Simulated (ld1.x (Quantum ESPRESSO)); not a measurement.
**Br: TM pseudisation with PBE, scalar-relativistic reference atom.**

| Property | Result |
| --- | --- |
| Element | bromine (Br) |
| Generator | ld1.x (Quantum ESPRESSO) 7.5 |
| Type | norm-conserving Troullier–Martins (Kleinman–Bylander form) |
| Functional | PBE |
| Relativity | scalar-relativistic |
| Frozen core | [Ar] |
| Valence charge | 17 |
| Reference configuration | 3d10 4s2 4p4.5 (charge +0.5) |
| Partial waves | 4s (bound): rc 1.50 bohr; 3d (bound): rc 0.65 bohr; 4p (bound): rc 1.50 bohr |
| Local potential | the p channel |
| Core correction | none |

All-electron outer shells of the reference configuration (PBE, scalar-relativistic, ld1.x):

```tsv
shell	level (eV)	outermost node (bohr)	outermost maximum (bohr)
3p	-178.86	0.21	0.48
3d	-72.09	–	0.43
4s	-25.09	0.67	1.41
4p	-12.50	0.70	1.64
```

Results:

```
Ghost test               : no extra level below or beside the all-electron valence levels (s, d, p, f tested) (spherical-Bessel basis up to 400 Ry, 20 bohr box)
Largest excitation error : -1550 meV (all-electron minus pseudo) for 3d9 4s2 4p6, out of 7 test configurations
```

Generation and tests took about 3.1 s on one core of a shared server CPU.
